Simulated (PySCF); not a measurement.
Two-component Hartree-Fock for Sm⁺ (samarium, charge +1)

Start: [Xe] 4f6 6s1; 4f5/2 filled at m_j = -5/2, -3/2, -1/2, +1/2, +3/2, +5/2; 6s1/2 filled at m_j = +1/2. Calculated with PySCF 2.14 in x2c-TZVPPall-2c (11s11p10d4f2g, 140 functions): generalised Hartree-Fock with the X2C-1e Hamiltonian and a Gaussian nucleus; one run each with spin-orbit coupling (SO) switched off, then screened by Boettger's factors.

```csv
spinor shell,electrons,"ε, spin-free (eV)","ε, screened SO (eV)",weight of nominal j (screened SO),"rms radius, screened SO (bohr)"
1s1/2,2,-47071.4,-47063.5,1.000,0.0259
2s1/2,2,-7813.2,-7810.8,1.000,0.105
2p1/2,2,-6964.3,-7388.1,1.000,0.0900
2p3/2,4,-6964.3,-6781.0,1.000,0.0962
3s1/2,2,-1764.6,-1763.9,1.000,0.271
3p1/2,2,-1493.6,-1581.4,1.000,0.263
3p3/2,4,-1493.6,-1455.1,1.000,0.276
3d3/2,4,-1125.9,-1142.2,0.995,0.248
4s1/2,2,-376.58,-376.34,1.000,0.616
4p1/2,2,-284.89,-305.73,0.971,0.636
4p3/2,4,-284.89,-275.61,0.985,0.663
4d3/2,4,-153.06,-159.05,0.705,0.723
4d5/2,6,-153.06,-148.88,0.803,0.728
5s1/2,2,-59.111,-59.076,1.000,1.53
5p1/2,2,-34.716,-38.060,0.900,1.72
5p3/2,4,-34.716,-33.220,0.950,1.83
4f5/2,6,-19.419,-19.383,0.557,1.06
6s1/2,1,-10.354,-10.356,1.000,4.35
```

Problem. Where does 3d5/2 lie, and what is the 3d spin-orbit splitting (screened SO)?

Solution. At -1114.3 eV, 27.908 eV above 3d3/2.

```
   quantity     spin-free   screened SO
E (hartree)  -10419.94096  -10425.89694
        M_J           1/2           1/2
       ⟨J²⟩         6.766         6.268
       ⟨L²⟩        12.011        11.926
       ⟨S²⟩        15.755        15.636
```

The determinant has a definite M_J but mixes levels of different J.

Each row is a mean over spinors that exchange with the open shell spreads, by up to 15.746 eV (4d5/2).

Rows whose weight is well below 1 are mixtures of j = l ± 1/2: exchange outweighs spin-orbit coupling there, and the label is only the starting occupation.

Breit and QED terms are absent; they matter most for the inner s and p1/2 levels.

Densities and radii are taken from the X2C orbitals without a picture-change correction, which distorts them close to the nucleus.

Without spin-orbit coupling the j labels of p, d and f shells carry no meaning; the spin-free column gives the mean over the occupied spinors of each nl shell, and its ⟨J²⟩ belongs to a mixture of degenerate components.
